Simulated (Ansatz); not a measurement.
Gas-phase reaction R1 → P1 + P2, each structure at its B3LYP-D3(BJ)/def2-TZVP stationary point, reached from a drawn start (curvature not checked).
R1, F4Zr (SMILES [F][Zr]([F])([F])[F]) (charge 0, multiplicity 1):
```xyz
5

Zr     0.000     0.000     0.000
F      1.107     1.087     1.107
F      1.094    -1.106    -1.101
F     -1.088     1.113    -1.099
F     -1.112    -1.095     1.094
```
P1, F3Zr (SMILES [F][Zr]([F])[F]) (charge 0, multiplicity 2, Z-matrix in Å and degrees):
```
Zr
F 1 1.9148
F 1 1.9148 2 119.99
F 1 1.9148 2 120.00 3 179.51
```
P2: F atom, charge 0, multiplicity 2.

P less R. No zero-point or thermal terms; singlets are restricted closed shells; open shells are unrestricted; no spin–orbit coupling. The spin states of the d-block species are the ones drawn and need not be the lowest.

Cores are frozen in the correlated methods.

Run with Ansatz (an electronic-structure program) with Gaussian orbitals. All values are computed, each at the level named. Elements past Kr take the def2 small-core potentials, without spin–orbit coupling.

| level | reaction energy (kJ/mol) |
|---|---|
| HF/def2-SVP | 470.5 |
| B3LYP/def2-TZVPP | 643.4 |
| PBE0/def2-TZVPP | 640.5 |
| CAM-B3LYP/def2-TZVPP | 653.9 |
| wB97X-V/def2-TZVPP | 662.5 |
| B2PLYP/def2-TZVPP | 654.0 |
| MP2/def2-SVP | ? |
| SCS-MP2/def2-TZVPP | ? |
| CCSD(T)/def2-TZVPP | ? |

Question: Fill in the missing entries.

Answer: 
- MP2/def2-SVP, reaction energy (kJ/mol): 670.0
- SCS-MP2/def2-TZVPP, reaction energy (kJ/mol): 671.1
- CCSD(T)/def2-TZVPP, reaction energy (kJ/mol): 649.2
